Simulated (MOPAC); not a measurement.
MOPAC input (MNDO):

```
MNDO 1SCF CHARGE=1 GEO-OK AUX(PRECISION=9) THREADS=1
H9N2OSi2

N    -2.35602100 1    0.60945400 1   -1.47477000 1
Si   -1.67813000 1   -0.09981700 1   -0.11531500 1
O     0.10867600 1    0.06949200 1   -0.32412600 1
Si    1.47946700 1   -0.59469300 1    0.63715900 1
N     2.62436600 1    0.60860300 1    0.83780000 1
H    -2.74777000 1    1.53917200 1   -1.46983400 1
H    -2.61268600 1    0.09222800 1   -2.30217100 1
H    -1.81157700 1   -1.55645300 1   -0.04282600 1
H    -1.91813900 1    0.65057900 1    1.11897600 1
H     0.34547900 1    0.63083400 1   -1.08076300 1
H     0.71027700 1   -0.95954500 1    1.83087600 1
H     1.97918000 1   -1.68557200 1   -0.20130100 1
H     2.58883700 1    1.31575600 1    1.55614600 1
H     3.49985900 1    0.61380200 1    0.33688300 1
```

From the output:

```
                                                       MOPAC v23.2.5 Linux

          FINAL HEAT OF FORMATION =         13.65981 KCAL/MOL =      57.15263 KJ/MOL

          COSMO AREA              =        151.93 SQUARE ANGSTROMS
          COSMO VOLUME            =        145.48 CUBIC ANGSTROMS

          IONIZATION POTENTIAL    =         14.661621 EV
          HOMO LUMO ENERGIES (EV) =        -14.662 -3.278
          NO. OF FILLED LEVELS    =         16
          MOLECULAR WEIGHT        =        109.2549         POINT GROUP:  C1

          MOLECULAR DIMENSIONS (Angstroms)

            Atom       Atom       Distance
            H    14    H     7     6.67831
            H    12    H     9     3.76739
            H    11    H     6     3.21027

          SCF CALCULATIONS        =          1

   ATOM   CHEMICAL          X               Y               Z
  NUMBER   SYMBOL      (ANGSTROMS)     (ANGSTROMS)     (ANGSTROMS)

     1       N         -2.35602100  *   0.60945400  *  -1.47477000  *
     2      Si         -1.67813000  *  -0.09981700  *  -0.11531500  *
     3       O          0.10867600  *   0.06949200  *  -0.32412600  *
     4      Si          1.47946700  *  -0.59469300  *   0.63715900  *
     5       N          2.62436600  *   0.60860300  *   0.83780000  *
     6       H         -2.74777000  *   1.53917200  *  -1.46983400  *
     7       H         -2.61268600  *   0.09222800  *  -2.30217100  *
     8       H         -1.81157700  *  -1.55645300  *  -0.04282600  *
     9       H         -1.91813900  *   0.65057900  *   1.11897600  *
    10       H          0.34547900  *   0.63083400  *  -1.08076300  *
    11       H          0.71027700  *  -0.95954500  *   1.83087600  *
    12       H          1.97918000  *  -1.68557200  *  -0.20130100  *
    13       H          2.58883700  *   1.31575600  *   1.55614600  *
    14       H          3.49985900  *   0.61380200  *   0.33688300  *

                             CARTESIAN COORDINATES

   1    N       -2.356021000     0.609454000    -1.474770000
   2   Si       -1.678130000    -0.099817000    -0.115315000
   3    O        0.108676000     0.069492000    -0.324126000
   4   Si        1.479467000    -0.594693000     0.637159000
   5    N        2.624366000     0.608603000     0.837800000
   6    H       -2.747770000     1.539172000    -1.469834000
   7    H       -2.612686000     0.092228000    -2.302171000
   8    H       -1.811577000    -1.556453000    -0.042826000
   9    H       -1.918139000     0.650579000     1.118976000
  10    H        0.345479000     0.630834000    -1.080763000
  11    H        0.710277000    -0.959545000     1.830876000
  12    H        1.979180000    -1.685572000    -0.201301000
  13    H        2.588837000     1.315756000     1.556146000
  14    H        3.499859000     0.613802000     0.336883000

           Empirical Formula: H9 N2 O Si2  =    14 atoms

      MOLECULAR POINT GROUP   :   C1

                  EIGENVALUES
 -46.97794 -36.95533 -36.76368 -25.14812 -23.96705 -22.15862 -21.32606 -21.25326
 -20.29294 -19.70300 -18.77940 -18.42412 -16.27136 -16.07831 -14.88143 -14.66162
  -3.27817  -2.47582  -2.34467  -2.26127  -2.14696  -1.71189  -1.52973  -1.50496
   0.11607   1.72966   1.77308   2.36471   2.41616

              NET ATOMIC CHARGES AND DIPOLE CONTRIBUTIONS

  ATOM NO.   TYPE          CHARGE      No. of ELECS.   s-Pop       p-Pop
    1          N          -0.742937        5.7429     1.52584     4.21709
    2         Si           1.607722        2.3923     1.01411     1.37817
    3          O          -0.628000        6.6280     1.77013     4.85787
    4         Si           1.618352        2.3816     1.01018     1.37146
    5          N          -0.742705        5.7427     1.52201     4.22070
    6          H           0.182515        0.8175     0.81749
    7          H           0.182274        0.8177     0.81773
    8          H          -0.275933        1.2759     1.27593
    9          H          -0.275242        1.2752     1.27524
   10          H           0.267453        0.7325     0.73255
   11          H          -0.287649        1.2876     1.28765
   12          H          -0.271910        1.2719     1.27191
   13          H           0.182168        0.8178     0.81783
   14          H           0.183892        0.8161     0.81611
 DIPOLE           X         Y         Z       TOTAL
 POINT-CHG.    -0.264    -1.255     0.579     1.407
 HYBRID         0.334     1.476    -1.132     1.890
 SUM            0.069     0.221    -0.554     0.600

          ATOMIC ORBITAL ELECTRON POPULATIONS

     Atom    s        px        py        pz
    1  N   1.52584   1.72909   1.19737   1.29063
    2 Si   1.01411   0.36390   0.51887   0.49540
    3  O   1.77013   1.56856   1.74514   1.54417
    4 Si   1.01018   0.43460   0.46664   0.47022
    5  N   1.52201   1.30296   1.45206   1.46567
    6  H   0.81749
    7  H   0.81773
    8  H   1.27593
    9  H   1.27524
   10  H   0.73255
   11  H   1.28765
   12  H   1.27191
   13  H   0.81783
   14  H   0.81611

 **********************
 *                    *
 * JOB ENDED NORMALLY *
 *                    *
 **********************

 == MOPAC DONE ==
```

The dipole moment of an ion depends on the origin.

The geometry given is a B3LYP-D3(BJ)/def2-TZVP minimum.
